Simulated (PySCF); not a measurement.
H6AlFSi2 (SMILES [F][Al]([SiH3])[SiH3]), singlet, at the geometry of the source list.

Here is a job for PySCF.
```python
from pyscf import gto, scf, dft

mol = gto.M(
    atom='''
Al   -0.599700   -0.413700    0.021800
F    -1.975000   -1.352900    0.082700
Si   -0.895600    1.603100   -1.297000
H     0.227400    1.891100   -2.218300
H    -1.025600    2.843300   -0.498300
H    -2.098500    1.587600   -2.161500
Si    1.245100   -1.365900    1.280200
H     2.000800   -0.369800    2.074400
H     2.284700   -2.023900    0.456600
H     0.836500   -2.398800    2.259300
''',
    basis='pcseg-0',
    charge=0,
    spin=0,
    verbose=4,
    max_memory=1800,
)

mf = dft.RKS(mol)
mf.xc = 'pbe'
mf = mf.density_fit(auxbasis='def2-universal-jkfit')
mf.kernel()
```

Problem. What does this run give for the number of basis functions, nuclear repulsion energy, dipole moment, HOMO energy, Mulliken (on the basis functions themselves) charges in atom order?

Solution. 
```json
{
 "number_of_basis_functions": "60",
 "nuclear_repulsion_energy": "238.5209 Eh",
 "dipole_moment": "0.86 D",
 "HOMO energy": "-6.98 eV",
 "Mulliken (on the basis functions themselves) charges in atom order": "Al1 0.98, F2 -0.42, Si3 -0.31, H4 0.00, H5 0.01, H6 0.01, Si7 -0.31, H8 0.00, H9 0.01, H10 0.01"
}
```
